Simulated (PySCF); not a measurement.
**Electron correlation in Ni¹⁷⁺ (nickel, charge +17)**

[Ne] 3s1, 2S determinant. Calculation: PySCF 2.14, in an even-tempered Gaussian basis (16 s from 1.4 bohr⁻², ratio 2.5; 11 p from 1.8 bohr⁻², ratio 2.5; 5 d from 7.1 bohr⁻², ratio 2.7; 4 f from 11 bohr⁻², ratio 2.7); no relativity, point nucleus. Frozen: 1s2; 9 electrons correlated; the 20 highest virtual orbitals of each spin left out.

```json
{"level": "CCSD", "correlation energy (mhartree)": "-313.00"}
{"level": "(T)", "correlation energy (mhartree)": "-0.38"}
{"level": "CCSD(T)", "correlation energy (mhartree)": "-313.38"}
```

Diagnostics: T1 = 0.00032, D1 = 0.0012, largest double amplitude 0.004.

Is a single reference adequate?

Yes, within this model without spin-orbit coupling: T1 lies below 0.03 and no double amplitude reaches 0.07.
